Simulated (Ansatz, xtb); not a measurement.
## Relaxing a trial structure of AlClHNSi

The starting geometry of this gas-phase singlet was built from a drawn formula by distance geometry and a force field; its bonds are those of `[H]/N=[Si](\[Al])Cl`.

```xyz
5

Al    1.3521   -3.0423   -0.5039
Cl   -0.1810    0.0394   -2.2459
N    -1.9412   -1.9086   -0.3988
Si   -0.4693   -1.6010   -1.0154
H    -2.1022   -2.7153    0.2388
```

Problem. Predict what it relaxes into with r2SCAN-D4/def2-SVP.

Solution. It rearranges to `[Cl][Al]1[NH][Si]1`. Contacts that open: Cl2–Si4 (2.07 → 4.48 Å). Contacts that close: Al1–Cl2 (3.86 → 2.11 Å), Al1–N3 (3.48 → 1.82 Å).

The energy falls by 2.28 eV over 60 steps:

| step | E − E(last) (eV) |
| --- | --- |
| 1 | 2.284 |
| 8 | 2.096 |
| 14 | 1.779 |
| 21 | 1.569 |
| 27 | 1.139 |
| 34 | 1.135 |
| 40 | 1.043 |
| 47 | 0.985 |
| 53 | 0.417 |
| 60 | 0.000 |

Final geometry (Å):

```tsv
atom	x (Å)	y (Å)	z (Å)
Al	0.3043	-1.7986	-1.0378
Cl	0.8347	-0.4964	-2.6119
N	-1.4076	-2.0094	-0.4488
Si	-0.6699	-3.1414	0.6728
H	-2.4031	-1.7819	-0.4995
```

From the same start GFN2-xTB reaches the same bonding as this run.

No frequencies were run, so the end isn't proven a minimum. Run with Ansatz 0.2.0, 52 s on 2 threads of Intel(R) Xeon(R) 6975P-C (Granite Rapids) (shared host).
